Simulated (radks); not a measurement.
The promethium ion Pm+, 60 electrons, occupied as [Xe] 4f5 6s1. Calculated with a radial shooting solver on a logarithmic mesh with Libxc functionals: scalar-relativistic Kohn-Sham, r2SCAN, spin-polarised, spherical densities, finite nucleus; open shells are filled with parallel spins first (spin-orbit coupling, left out, can overturn this in heavy ions); meta-GGA in the generalised Kohn-Sham scheme; Fermi nuclear charge, rms radius 4.962 fm.

Normalised radial functions P(r) = r R(r), r in bohr:

r         4d down
0.001539   0.0000
0.002448   0.0001
0.003924   0.0003
0.006241   0.0011
0.01001    0.0038
0.01591    0.0131
0.02551    0.0433
0.04058    0.1266
0.06505    0.3203
0.1035     0.6144
0.1659     0.7441
0.2638     0.1794
0.4229    -0.9488
0.6726    -1.3050
1.078     -0.6374
1.715     -0.1230
2.75      -0.0068
4.373     -0.0001
7.011     0.0000
11.15     0.0000

4d down: eigenvalue -127.44 eV, 1 radial node at r = 0.286 bohr, <r> = 0.689 bohr, 90 % of the charge inside 1.04 bohr.
